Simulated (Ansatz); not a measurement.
One change: `B[SiH2]B(C)[SiH3]` becomes `CB([SiH3])CCl`.

Ansatz, PBE0-D4/def2-TZVP geometries, multiplicity 1. Each molecule was computed in one conformer, which needn't be the lowest.

```csv
property,`B[SiH2]B(C)[SiH3]`
HOMO energy (ωB97M-V/def2-TZVPP) / eV,-9.27
LUMO energy (ωB97M-V/def2-TZVPP) / eV,-0.95
LUMO energy (B3LYP/def2-TZVPP) / eV,-3.02
HOMO energy (B3LYP/def2-TZVPP) / eV,-7.07
size of the dipole moment (ωB97M-V/def2-TZVPP) / D,1.19
size of the dipole moment (PBE/def2-TZVPP) / D,1.23
```

Give the same properties after the change, and the shifts. (An estimate is asked.)

Ansatz gave: 
```tsv
property	`CB([SiH3])CCl`	shift
HOMO energy (ωB97M-V/def2-TZVPP) / eV	-10.00	-0.73
LUMO energy (ωB97M-V/def2-TZVPP) / eV	0.81	1.76
LUMO energy (B3LYP/def2-TZVPP) / eV	-1.32	1.70
HOMO energy (B3LYP/def2-TZVPP) / eV	-7.67	-0.60
size of the dipole moment (ωB97M-V/def2-TZVPP) / D	1.90	0.71
size of the dipole moment (PBE/def2-TZVPP) / D	1.87	0.64
```

With PBE0 the HOMO falls by 0.61 eV and the LUMO rises by 1.74 eV, so the gap widens by about 2.35 eV. PBE moves the HOMO by -0.41 eV and ωB97M-V by -0.73 eV. Dipoles are sizes alone; their direction can turn.

B3LYP here is the variant with VWN-RPA as its local correlation; programs differ in this.
